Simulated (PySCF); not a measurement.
Computed IR spectrum (relative IR intensity) of a molecule C2H9ClOSi2. The structure is a stationary point at ωB97X-D3(BJ)/def2-SVP. One conformer was computed; it need not be the lowest. Method: ωB97X-D3(BJ)/def2-SVP (PySCF). Frequencies are harmonic and unscaled.

Lines under 2 % of the strongest are left out, and lines within 2 cm⁻¹ are merged.

ν (cm⁻¹): 293 (w), 507 (vw), 519 (w), 618 (w), 708 (vw), 754 (w), 785 (m), 879 (m), 895 (m), 916 (s), 965 (s), 989 (m), 1089 (vs), 1287 (w), 1290 (w), 1435 (vw), 2257 (m), 2271 (m), 2291 (m) (against the strongest line: vs over 80 %, s over 45 %, m over 15 %, w over 4 %, vw less)

Question: Which structure fits?
A) C[SiH2]O[Si@@H](C)Cl
B) OC[SiH2]C[SiH2]Cl
C) C[C@H](O[SiH3])[SiH2]Cl
D) C[Si@@H](Cl)CO[SiH3]

Answer: A, C[SiH2]O[Si@@H](C)Cl
